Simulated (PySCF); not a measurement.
# How far are cheaper levels from CCSD(T)/CBS for GeTe?

PySCF; the state is a singlet (closed shell). The composite is CCSD(T) extrapolated to the basis-set limit from two correlation-consistent sets, with core-valence (CV) and scalar-relativistic (SR) terms as its label shows; it has no spin–orbit coupling and nothing beyond (T). Here it is CCSD(T)/CBS(DT). It gives Re = 2.354 Å, ωe = 323 cm⁻¹ and De = 4.34 eV to Ge + Te.

```csv
level,basis,relativity,Re (Å),ωe (cm⁻¹),De (eV)
RHF,def2-TZVPPD,scalar-relativistic core potentials,2.325,354,2.14
RHF-MP2,def2-TZVPPD,scalar-relativistic core potentials,2.333,338,4.56
RHF-CCSD,def2-SVP,scalar-relativistic core potentials,2.359,335,3.72
RHF-CCSD(T),def2-SVP,scalar-relativistic core potentials,2.378,318,4.00
RHF-CCSD(T),def2-TZVPPD,scalar-relativistic core potentials,2.351,325,4.37
PBE,def2-SVP,scalar-relativistic core potentials,2.376,316,4.73
revPBE,def2-TZVPPD,scalar-relativistic core potentials,2.375,312,4.46
r²SCAN,cc-pVDZ-PP,scalar-relativistic core potentials,2.355,328,4.41
TPSSh,def2-TZVPPD,scalar-relativistic core potentials,2.345,328,4.52
ωB97X,def2-TZVPPD,scalar-relativistic core potentials,2.315,353,4.51
```

Problem. Give the difference of each row from the composite.

Solution. 

| level | basis | ΔRe (pm) | Δωe (%) | ΔDe (eV) |
| --- | --- | --- | --- | --- |
| RHF | def2-TZVPPD | -2.9 | +9.6 | -2.20 |
| RHF-MP2 | def2-TZVPPD | -2.1 | +4.6 | +0.22 |
| RHF-CCSD | def2-SVP | +0.5 | +3.7 | -0.62 |
| RHF-CCSD(T) | def2-SVP | +2.4 | -1.5 | -0.34 |
| RHF-CCSD(T) | def2-TZVPPD | -0.3 | +0.6 | +0.03 |
| PBE | def2-SVP | +2.2 | -2.2 | +0.39 |
| revPBE | def2-TZVPPD | +2.1 | -3.4 | +0.12 |
| r²SCAN | cc-pVDZ-PP | +0.1 | +1.5 | +0.07 |
| TPSSh | def2-TZVPPD | -0.9 | +1.5 | +0.18 |
| ωB97X | def2-TZVPPD | -3.9 | +9.3 | +0.17 |

Problem. Which rows come closest in De?

Solution. RHF-CCSD(T) in def2-TZVPPD (+0.03 eV), counted from the composite.

Measured (Huber and Herzberg, Constants of Diatomic Molecules (1979)): Re = 2.340165 Å, ωe = 323.9 cm⁻¹; the composite is off by +13.9 mÅ and -0.7 cm⁻¹.

Correlated steps freeze 13 core orbitals. Correlated levels converge slowly with the basis: in double zeta they bind strong bonds too weakly, by up to about 1 eV, and carry superposition errors of some tenths. These are scalar-relativistic numbers at best; spin–orbit coupling would shift them, the dissociation energy most. Where the molecule has an RHF reference, its open-shell atoms are computed with UHF. The CCSD T1 diagnostic is raised in GeTe, a sign that a single reference may not be enough there.
